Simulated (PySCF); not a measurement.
SiCl₃I, SMILES Cl[Si](Cl)(Cl)I. The structure is a stationary point at PBE0-D3(BJ)/def2-SVP. The def2 effective core potentials stand for the cores of I; spin–orbit coupling is left out.

Computed with PySCF with PBE0-D3(BJ)/def2-SVP.

Harmonic wavenumbers (cm⁻¹): 117, 117, 164, 192, 192, 335, 536, 626, 626. Rotational constants (GHz): 1.293, 0.6455, 0.6455; symmetry number 3.

Q: Work out the zero-point energy and the ideal-gas rigid-rotor harmonic-oscillator thermochemistry at 298.15 K and 1 atm.

A: ZPE = ½ Σ hcν = ½ × 2906 cm⁻¹ = 4.15 kcal/mol. H − E(el) = 9.06 kcal/mol. Entropy in cal/(mol K): translation 42.58, rotation 28.58, vibration 15.84, total 87.01. G − E(el) = -16.88 kcal/mol. Cp = 22.14 cal/(mol K). Modes under 150 cm⁻¹ make the vibrational entropy uncertain.
